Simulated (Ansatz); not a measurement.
Geometry optimisation, RKS CAM-B3LYP-D4/def2-SVP in Ansatz.

Input file:

```yaml
crystal:
  periodic: [false, false, false]
  atoms:
    - { symbol: C, position_ang: [-0.6298, 1.314, -0.7264] }
    - { symbol: Ge, position_ang: [0.2361, -0.2301, -0.0904] }
    - { symbol: "N", position_ang: [1.0305, 0.1563, 1.5248] }
    - { symbol: "N", position_ang: [-0.9192, -1.5945, 0.1422] }
    - { symbol: H, position_ang: [-1.1664, 1.1241, -1.7246] }
    - { symbol: H, position_ang: [-1.445, 1.6857, -0.0005] }
    - { symbol: H, position_ang: [0.0825, 2.181, -0.874] }
    - { symbol: H, position_ang: [1.3495, -0.6449, -1.1284] }
    - { symbol: H, position_ang: [1.7799, 0.911, 1.3901] }
    - { symbol: H, position_ang: [1.59, -0.7027, 1.8415] }
    - { symbol: H, position_ang: [-1.4009, -1.8156, -0.7755] }
    - { symbol: H, position_ang: [-0.4302, -2.4394, 0.4552] }
basis:
  gaussian: { orbitals: def2-SVP }
hamiltonian:
  xc: cam_b3lyp
  dispersion: d4
relax:
  f_tol: 0.015
  max_steps: 40
```

Launched with:

```bash
$ ansatz run input.yaml --threads 2 --pin off --max-ram 3072MiB --backend cpu --events-out ev --progress --plain --runs-dir out
```

Task: Where does it end, and by what steps?

Result: The run converged. After 23 steps the energy has fallen by 0.458 eV; H10 moved furthest, 1.27 Å.

```tsv
step	energy less start (eV)	largest force component (eV/Å)	accepted
0	0.0000	2.351	yes
1	-0.3085	1.009	yes
2	-0.1469	0.863	no
3	-0.3599	0.062	yes
4	-0.3606	0.040	yes
5	-0.3625	0.105	yes
6	-0.3651	0.195	yes
7	-0.3759	0.243	yes
8	-0.3998	0.155	yes
9	-0.3100	1.310	no
10	-0.4080	0.083	yes
11	-0.4148	0.086	yes
12	-0.4132	0.565	no
13	-0.4196	0.061	yes
14	-0.4238	0.122	yes
15	-0.4282	0.357	yes
16	-0.4420	0.174	yes
17	-0.4473	0.326	yes
18	-0.4344	0.280	no
19	-0.4567	0.037	yes
20	-0.4573	0.069	yes
21	-0.4577	0.028	yes
22	-0.4568	0.199	no
23	-0.4577	0.009	yes
```

```xyz
12
Properties=species:S:1:pos:R:3
C -0.752 1.307 -0.728
Ge 0.404 -0.164 -0.212
N 1.311 0.254 1.319
N -0.706 -1.599 0.086
H -1.307 1.075 -1.649
H -1.479 1.514 0.071
H -0.153 2.212 -0.900
H 1.506 -0.417 -1.265
H 2.201 -0.215 1.455
H 0.770 0.204 2.179
H -1.457 -1.733 -0.586
H -0.259 -2.494 0.266
```

The run took 92 s on 2 threads of Arm Neoverse V1, on a shared host, peak memory 0.33 GiB.
